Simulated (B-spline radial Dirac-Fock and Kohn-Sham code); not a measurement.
## Binding energies of As⁺ at several levels of theory

System: As⁺ in the configuration 1s2 2s2 2p6 3s2 3p6 3d10 4s2 4p2.

The density-functional columns are spherical, spin-unpolarised Dirac-Kohn-Sham results without Breit or QED terms: −ε is minus the orbital energy of the initial state and ΔSCF the difference of two total energies. The reference in the last column comes from Dirac-Fock energy differences between relaxed states, corrected for Breit and QED terms. All numbers are from an atomic code on a B-spline grid, in eV; a selection of levels is shown. For the 1s level of heavy atoms much of the gap between ΔSCF and the reference is the Breit and QED part, -24.7 eV here; for other levels the error of the functional can be larger.

```tsv
level	PBE −ε	PBE ΔSCF	LDA −ε	LDA ΔSCF	Dirac-Fock
1s	11725.5	11929.8	11704.8	11908.5	11886.0
2s	1495.9	1528.1	1493.5	1525.9	1555.4
2p1/2	1337.5	1377.3	1336.8	1376.7	1379.3
2p3/2	1301.0	1339.7	1300.3	1339.1	1343.5
3s	200.0	212.2	199.2	211.5	228.0
3p1/2	146.8	158.9	146.6	158.7	167.8
3p3/2	141.8	153.7	141.5	153.5	162.8
3d3/2	50.82	62.22	51.11	62.51	60.15
3d5/2	50.09	61.44	50.38	61.74	59.46
4s	23.35	28.77	23.60	29.05	27.26
4p	13.34	17.92	13.54	18.16	17.30
```

Question: Order the estimates of the K (1s) level by their distance from the Dirac-Fock value, nearest first.
A. LDA −ε
B. LDA ΔSCF
C. PBE −ε
D. PBE ΔSCF

Answer: B (22.4 eV), D (43.8 eV), C (160.5 eV), A (181.2 eV).

Values without a named source are computed, but for edge energies of neutral atoms, which are taken from tables.
